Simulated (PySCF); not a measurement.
# Sn(2+) (tin, charge +2) across methods

[Kr] 4d10 5s2, closed-shell 1S. Computed with PySCF 2.14 in def2-QZVPPD with the def2 core potential (28 electrons) (8s6p5d4f1g, 88 functions), with scalar relativity through the core potential.

```tsv
method	E (hartree)	mean ε 4p (eV)	mean ε 4d (eV)	mean ε 5s (eV)	Σ⟨r²⟩ (bohr²)	⟨S²⟩
PBE0	-213.4669	-112.20	-45.786	-27.058	31.98	0.000
wB97X-V	-213.4429	-114.12	-48.232	-29.359	32.00	0.000
LC-wPBE	-213.4785	-112.79	-48.253	-29.719	31.91	0.000
revPBE	-213.5188	-106.71	-42.956	-26.030	31.96	0.000
LDA	-213.1095	-106.65	-43.117	-26.617	31.97	0.000
PBE	-213.4608	-106.73	-42.999	-26.167	31.97	0.000
B3LYP	-213.5348	-111.19	-45.255	-27.099	32.03	0.000
r2SCAN	-213.5304	-109.54	-43.742	-26.378	31.88	0.000
```

Task: Estimate the same row for UHF.

Result: E (hartree) = -212.58346; mean ε 4p (eV) = -127.46; mean ε 4d (eV) = -52.990; mean ε 5s (eV) = -28.789; Σ⟨r²⟩ (bohr²) = 32.36; ⟨S²⟩ = 0.000.

Energies and moments cover only the electrons outside the core potential.
